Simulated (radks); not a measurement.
Charge is removed step by step from the 4s up level of the scandium ion Sc+, starting from [Ar] 3d1 4s(up 1, down 0). All-electron calculation, scalar-relativistic Kohn-Sham, PBE, spin-polarised, spherical densities, point nucleus; open shells are filled with parallel spins first. Program: a radial shooting solver on a logarithmic mesh with Libxc functionals.

removed (e),E - E(0) (eV),eigenvalue (eV),E minus straight line (eV)
0,0.000,-10.234,0.000
0.125,1.324,-10.950,-0.320
0.25,2.738,-11.670,-0.550
0.375,4.241,-12.395,-0.690
0.5,5.836,-13.125,-0.739
0.625,7.523,-13.866,-0.696
0.75,9.303,-14.620,-0.560
0.875,11.179,-15.393,-0.328
1,13.151,-16.151,0.000

Removing the whole electron costs 13.151 eV by Delta-SCF, against 10.234 eV from minus the eigenvalue at the starting occupation. Slater's transition state (half an electron removed) gives 13.125 eV. Integrating minus the eigenvalue over the occupation (Janak's theorem) gives 13.151 eV. In this scalar-relativistic scheme the density is built from large components alone, so the theorem holds only approximately. The mean slope of the eigenvalue, de/dn, is 5.92 eV per electron. Ionisation energy of Sc+ in the NIST Atomic Spectra Database: 12.800 eV (measured).
